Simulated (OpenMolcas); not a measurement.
**Ta3+ in a point-charge field**

Ta3+ among 6 point charges of -1.1 e arranged as a trigonal prism (D3h), 2.07 Å from the ion, with a polar angle of 48.6° against the regular 49.1°.
```
   1.5529    0.0000    1.3687  -1.10
  -0.7765    1.3449    1.3687  -1.10
  -0.7765   -1.3449    1.3687  -1.10
   1.5529    0.0000   -1.3687  -1.10
  -0.7765    1.3449   -1.3687  -1.10
  -0.7765   -1.3449   -1.3687  -1.10
```

```
Program             : OpenMolcas 26.06
Method              : SS-CASPT2, IPEA 0.25 Eh, imaginary shift 0.1 Eh (closed shells correlated: 4f 5s 5p)
Basis               : ANO-RCC-VTZP [8s7p5d3f2g1h]
Scalar Hamiltonian  : DKH2, point nucleus
Active space        : 2 electrons in 5 orbitals (5d)
State averaging     : 2S+1 = 3 even, 10 roots; 2S+1 = 1 even, 15 roots
Spin-orbit coupling : RASSI with atomic mean-field integrals over the reference wave functions
```

The lowest spin-free states (labels of D3, the rotations of D3h), above the lowest:

| State | Degeneracy | E (cm-1) | Free-ion L (%) |
| --- | --- | --- | --- |
| 3E | 2 | 0 | F (100) |
| 1A1 | 1 | 2900 | D (93) |
| 3A2 | 1 | 3560 | P (56) |
| 3A1 | 1 | 7730 | F (100) |
| 3A2 | 1 | 7840 | F (100) |
| 3E | 2 | 8350 | F (99) |
| 1E | 2 | 9020 | G (99) |
| 1E | 2 | 11480 | D (60) |
| 1E | 2 | 11840 | D (97) |
| 1A1 | 1 | 17110 | G (77) |
| 3E | 2 | 17450 | P (99) |
| 1A1 | 1 | 19250 | G (100) |
| 1A2 | 1 | 19710 | G (100) |
| 3A2 | 1 | 21190 | F (56) |
| 1E | 2 | 21500 | G (97) |
| 1E | 2 | 29140 | G (61) |
| 1A1 | 1 | 39830 | S (81) |

The lowest levels with spin-orbit coupling:

```tsv
E (cm-1)	Degeneracy	Label	2S+1	g
0	2	E	3	0.00 0.00 0.09
1520	2	E	3	0.00 0.00 3.71
1660	1	A1	3 (55 %)	
4630	1	A2	3	
4640	1	A1	3	
6190	2	E	3	0.00 0.00 3.79
7850	2	E	3	0.00 0.00 2.32
8620	1	A1	3 (53 %)	
10600	1	A2	3	
10800	2		1 (71 %)	0.00 0.00 8.28
11190	2	E	3 (80 %)	0.00 0.00 1.93
11380	1	A2	3	
11470	1	A1	3	
11540	1	A1	3 (88 %)	
12650	2	E	3 (84 %)	0.00 0.00 5.34
15010	2	E	1 (66 %)	0.00 0.00 3.81
15250	2	E	1 (67 %)	0.00 0.00 1.99
15860	2	E	3 (68 %)	0.00 0.00 8.76
18510	1	A1	3 (85 %)	
19570	1	A2	3
```

Powder χT (cm3 K/mol): 0 at 2 K, 0.00284 at 10 K, 0.0133 at 50 K, 0.0264 at 100 K, 0.0525 at 200 K, 0.0789 at 300 K. The effective moment at 300 K is 2.828 √(χT) = 0.79 μB.

The lowest level has 2S+1 = 3, for which the spin-only value is χT = S(S+1) / 2 = 1.000 cm3 K/mol (g = 2). The computed 0.079 at 300 K differs by -0.921, through orbital momentum, spin-orbit coupling and any other state in reach.

Roots that are degenerate in the reference are averaged as groups; the widest CASPT2 spread within a group is 95 cm-1 (the 2-fold group of multiplicity 1 near 9020 cm-1 above the lowest state of its run). Shifts and gaps below about the spread of the groups concerned are not significant. An orbital doublet at a regular site is open to a Jahn-Teller distortion, which this geometry leaves out. Free-ion shares, where given, are those of the reference states; single-state CASPT2 does not remix them. This is an electrostatic model: the charges have no orbitals. No measured value stands beside these numbers.

With an even number of electrons the g values are those of a degenerate or nearly degenerate non-Kramers pair.
